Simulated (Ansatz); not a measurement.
Relaxation of a periodic cell of 19 atoms, PdC₁₈ (surface graphene monolayer, adsorbate Pd), to a largest force component of 0.03 eV/Å in at most 60 steps.

Level of theory: DFT PBE, scalar-relativistic, plane waves, PAW (Ansatz 0.2.0). Settings: cutoff 420 eV, k mesh 2x2x1, fermi-dirac smearing 0.05 eV, no spin polarisation.

```xyz
19
Lattice="7.3980 0.0000 0.0000 -3.6990 6.4069 0.0000 0.0000 0.0000 13.0000" Properties=species:S:1:pos:R:3
C 0.000 0.000 1.000
C 1.233 0.712 1.000
C -1.233 2.136 1.000
C 0.000 2.847 1.000
C -2.466 4.271 1.000
C -1.233 4.983 1.000
C 2.466 0.000 1.000
C 3.699 0.712 1.000
C 1.233 2.136 1.000
C 2.466 2.847 1.000
C 0.000 4.271 1.000
C 1.233 4.983 1.000
C 4.932 0.000 1.000
C 6.165 0.712 1.000
C 3.699 2.136 1.000
C 4.932 2.847 1.000
C 2.466 4.271 1.000
C 3.699 4.983 1.000
Pd 2.447 6.202 3.000
```

Problem. Where does it end, and by what steps?

Solution. The run converged. Limits of this set-up: coarse k mesh, slab without dipole correction. After 9 steps the energy has fallen by 0.191 eV; Pd19 moved furthest, 0.79 Å.

```csv
step,energy less start (eV),largest force component (eV/Å),accepted
0,0.0000,0.850,yes
1,-0.0628,0.359,yes
2,-0.1000,0.232,yes
3,-0.1336,0.153,yes
4,-0.1595,0.108,yes
5,-0.1807,0.162,yes
6,-0.1877,0.229,yes
7,-0.1878,0.160,yes
8,-0.1914,0.037,yes
9,-0.1915,0.013,yes
```

```xyz
19
Lattice="7.3980 0.0000 0.0000 -3.6990 6.4069 0.0000 0.0000 0.0000 13.0000" Properties=species:S:1:pos:R:3
C 0.047 -0.034 1.013
C 1.263 0.681 0.977
C -1.197 2.121 1.013
C 0.029 2.818 0.977
C -2.431 4.243 0.947
C -1.203 4.952 0.971
C 2.499 -0.028 0.977
C 3.715 0.686 1.013
C 1.267 2.107 0.972
C 2.494 2.816 0.947
C 0.034 4.242 0.977
C 1.260 4.938 1.013
C 4.955 -0.034 1.109
C 6.205 0.687 1.109
C 3.732 2.110 0.957
C 4.960 2.819 0.958
C 2.501 4.241 0.959
C 3.729 4.950 0.958
Pd 1.879 6.735 3.153
```

Whether the end is a true minimum wasn't checked by a vibrational analysis.

Run time: 61 s on 1 thread of Arm Neoverse V2, on a shared host, peak memory 0.69 GiB.
